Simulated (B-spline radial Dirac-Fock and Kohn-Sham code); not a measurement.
**Levels of muonic ²⁰⁰Hg**

Nucleus: ²⁰⁰Hg, Fermi distribution (skin thickness 2.3 fm), rms radius 5.4551 fm (measured, Angeli and Marinova 2013).

Level of theory: the Dirac equation of a negative muon with reduced mass in the field of a spherical finite nucleus, with the Uehling potential to all orders; nuclear polarisation, deformation, hyperfine structure, self-energy, higher-order vacuum polarisation, relativistic recoil and electron screening are left out; a radial atomic solver.

| level | binding (keV) | point nucleus, no QED (keV) | vacuum polarisation (keV) | ⟨r⟩ (fm) |
| --- | --- | --- | --- | --- |
| 1s1/2 | 10250 | 19860 | 65.356 | 8.3 |
| 2s1/2 | 3455 | 5088 | 18.547 | 24.7 |
| 2p1/2 | 4594 | 5088 | 30.799 | 15.7 |
| 2p3/2 | 4420 | 4599 | 28.365 | 16.5 |
| 3s1/2 | 1689 | 2205 | 7.161 | 50.8 |
| 3p1/2 | 2039 | 2205 | 10.212 | 39.1 |
| 3p3/2 | 1994 | 2059 | 9.700 | 40.1 |
| 3d3/2 | 2065 | 2059 | 9.842 | 32.1 |
| 3d5/2 | 2027 | 2019 | 9.248 | 33.0 |

**Question.** By how much does the finite nuclear size lower the 1s binding energy?

**Answer.** By 9673 keV, 48.70 % of the point-nucleus value (point value plus vacuum polarisation less the binding energy). The 1s orbit has ⟨r⟩ = 8.3 fm.

Values without a named source are computed, but for edge energies of neutral atoms, which are taken from tables.
